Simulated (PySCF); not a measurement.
# Löwdin shares of the frontier orbitals

Species: C₆H₁₁B.
Atom-mapped SMILES: `[CH2:1]=[C:2]=[CH:3][CH2:4][B:5]([CH3:6])[CH3:7]` (hydrogens: H8, H9 on C1; H10 on C3; H11, H12 on C4; H13, H14, H15 on C6; H16, H17, H18 on C7)

Structure used (PBE0-D3(BJ)/def2-SVP), in Å, numbered top down from 1:
```
atom  x, y, z in Å
C1     3.8193    0.1678   -0.6489
C2     2.6668   -0.1609   -0.1216
C3     1.5094   -0.4911    0.3981
C4     0.3192   -1.0012   -0.3597
B5    -0.9886   -0.1080   -0.3668
C6    -2.2368   -0.5977   -1.1878
C7    -1.0351    1.2450    0.4285
H8     4.6342   -0.5591   -0.7396
H9     4.0112    1.1821   -1.0159
H10    1.3929   -0.3582    1.4823
H11    0.0108   -1.9923    0.0310
H12    0.5844   -1.2023   -1.4137
H13   -3.1551   -0.5362   -0.5786
H14   -2.1596   -1.6055   -1.6210
H15   -2.3993    0.1193   -2.0145
H16   -0.9517    1.0185    1.5080
H17   -1.9437    1.8461    0.2786
H18   -0.1464    1.8591    0.2030
```

Level of theory: TDDFT B3LYP/def2-SVPD, vertical, gas phase, core orbitals frozen in the response (PySCF 2.14.0, density-fitted response routines).

Kohn–Sham orbitals with the atoms that hold most of them (Löwdin shares over 4%, at most four atoms; ? is withheld):

```
orbital  ε (eV)                           atoms
 HOMO-3   -8.85  C4 20%, B5 18%, C6 15%, C7 10%
 HOMO-2   -8.57  C7 28%, B5 25%, C6 19%, H14 5%
 HOMO-1   -7.24    C1 40%, C2 33%, C3 8%, C4 4%
   HOMO       ?                               ?
   LUMO   -0.57                               ?
 LUMO+1   -0.09   B5 25%, C1 13%, C2 12%, C3 7%
 LUMO+2    0.35   C2 26%, C3 17%, C1 17%, B5 7%
```

Problem. Which atoms hold the HOMO, and with what shares?

Solution. C2 (bonded to 2 C) 31%; C3 (bonded to 2 C and H) 30%; C4 (bonded to B, C and 2 H) 10%; C1 (bonded to C and 2 H) 8%.

Problem. Which atoms hold the LUMO, and with what shares?

Solution. B5 (bonded to 3 C) 42%; C4 (bonded to B, C and 2 H) 12%; C7 (bonded to B and 3 H) 12%; C6 (bonded to B and 3 H) 11%. By element: boron 42%, carbon 35% or more.

Problem. What is the HOMO energy, and the HOMO–LUMO gap?

Solution. ε(HOMO) = -6.74 eV; the gap is 6.17 eV (0.2268 hartree).

Problem. The HOMO–LUMO gap is 6.17 eV. Where does the response calculation put the lowest singlet, and from which orbitals?

Solution. S1 is at 5.17 eV (f = 0.0033), 1.00 eV below the gap, made of HOMO→LUMO (94%). Without the coupling terms of the response equations the lowest excitation would equal the gap.

Problem. One configuration dominates each of S1, S3 and S6. Which, and how do the shares of the two leading atoms of either orbital change from the occupied to the empty one?

Solution. 
- S1 (5.17 eV, f 0.0033), HOMO→LUMO (94%): C2 31% → at most 12%, C3 30% → at most 12%, B5 at most 9% → 42%, C4 10% → 12%
- S3 (5.89 eV, f 0.0019), HOMO-1→LUMO (87%): C1 40% → at most 12%, C2 33% → at most 12%, B5 at most 5% → 42%, C4 4% → 12%
- S6 (6.54 eV, f 0.0003), HOMO-2→LUMO (94%): C7 28% → 12%, B5 25% → 42%, C4 at most 6% → 12%

One conformer stands for the species.
